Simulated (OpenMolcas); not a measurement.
V3+: moving the ligands

V3+ with 4 ligands (oxide) in tetrahedral coordination (Td) at 1.89 Å. A charge of +1.25 e stands 3.2 Å behind each ligand. Ligand basis ANO-RCC-VDZP.
```
V     0.0000    0.0000    0.0000
O     1.0912    1.0912    1.0912
O     1.0912   -1.0912   -1.0912
O    -1.0912    1.0912   -1.0912
O    -1.0912   -1.0912    1.0912
```

| Item | Value |
| --- | --- |
| Program | OpenMolcas 26.06 |
| Method | CASSCF |
| Basis | ANO-RCC-VDZP [5s4p2d1f] |
| Scalar Hamiltonian | DKH2, point nucleus |
| Active space | 2 electrons in 5 orbitals (3d) |
| State averaging | 2S+1 = 3 even, 10 roots; 2S+1 = 1 even, 15 roots |
| Spin-orbit coupling | RASSI with atomic mean-field integrals over the reference wave functions |

Runs around this geometry, states (labels of Td). Energies in cm-1 above the lowest state or level, χT in cm3 K/mol; 10Dq and B are least-squares fits to the states below 45000 cm-1, weighted by degeneracy, with a free offset, and given where the rms deviation is under 5 % of |10Dq| (or 100 cm-1) and under 700 cm-1; 10Dq is negative for this site.

| R (Å) | Ground state | First state of that spin | 10Dq | B (rms of fit) | First gap with spin-orbit (degeneracies) | χT at 300 K | First state of another spin |
| --- | --- | --- | --- | --- | --- | --- | --- |
| 1.83 | 3A2 | 3T2 7168 |  |  | 7108 (3, 1) | 0.977 | 1E 14013 |
| 1.89 | 3A2 | 3T2 6498 |  |  | 6435 (3, 1) | 0.974 | 1E 14056 |
| 1.96 | 3A2 | 3T2 5736 | -5465 | 929 (206) | 5670 (3, 1) | 0.970 | 1E 14089 |

Taking the first state of the same spin as R^-n, n = -ln(5736 / 7168) / ln(1.96 / 1.83) = 3.2 between the shortest and longest distance.

Without dynamic correlation the repulsion within the d shell is too large (B by tens of per cent), so at a given field states of lower spin stand too high. The oxide ions are held by bare point charges, a crude embedding. Ligand-to-metal charge-transfer states are missing. With no ligand orbital active B as a rule stays too high, so bands that hang on it stand too high and its fall with covalency is understated. With metal d orbitals alone and no dynamic correlation the field as a rule comes out too small, by tens of per cent, by up to half for chloride and softer ligands. No measured value stands beside these numbers; the geometry was imposed, not optimised, and the real ion may take another.
